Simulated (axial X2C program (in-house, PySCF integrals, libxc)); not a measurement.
**MoH: from Re and ωe to a spectrum**

A bond curve at the PBE0 level, with spin–orbit coupling, was computed with an axial X2C code built on PySCF integrals (basis Mo dyall-cv3z [11s12p9d5f3g], H dyall-v3z [6s2p1d] (cores contracted in-house)) for the state Ω = 5/2 (⟨Sz⟩ = 2.50, ⟨Lz⟩ = 0.00 at PBE0). Its fit gives Re = 1.7169 Å, ωe = 1757.4 cm⁻¹, ωexe = 30.4 cm⁻¹ and αe = 1.538e-01 cm⁻¹; the masses are 97.9054 and 1.0078 u. Two-component means X2C with spin–orbit coupling and atomic mean-field Coulomb and Gaunt terms.

Problem. Find the reduced mass, Be and the force constant.

Solution. From the PBE0 values: μ = 0.9975 u. Be = 16.8576/(μ Re²) = 5.733 cm⁻¹. k = 5.8918×10⁻⁷ μ ωe² = 1.82 mdyn/Å.

Problem. Estimate De from a Morse curve and compare with the computed well depth of 2.360 eV to Mo + H.

Solution. De(Morse) = ωe²/(4ωexe) = 3.149 eV against 2.360 eV computed, a ratio of 1.33. The extrapolation overshoots: the well softens faster than a Morse curve, or the lowest atomic limit lies below the one to which the curve heads.

Problem. A Morse curve ties αe to the other constants (Pekeris). How well does that hold?

Solution. αe(Morse) = 6Be²/ωe × (√(ωexe/Be) − 1) = 1.462e-01 cm⁻¹; the PBE0 curve gives 1.538e-01 cm⁻¹, a ratio of 0.95.

Problem. The dipole moment p changes by 2.37 D/Å at Re. What harmonic infrared intensity follows?

Solution. I = 42.256 × (dp/dR)²/μ = 240 km/mol.

Problem. Where do the fundamental and the first overtone lie?

Solution. ν(1←0) = ωe − 2ωexe = 1696.6 cm⁻¹; ν(2←0) = 2ωe − 6ωexe = 3332.4 cm⁻¹.

One determinant describes the state; a PBE0 search over occupations chose it and may have missed a lower one. Dissociation energies refer to the lowest single-determinant-based atoms at the same level and basis. Density functionals use the spin component along the axis (collinear). With several unpaired electrons one determinant need not be a pure state. This is the top spin component of a Σ state; components of lower Ω are not single determinants and can lie lower.
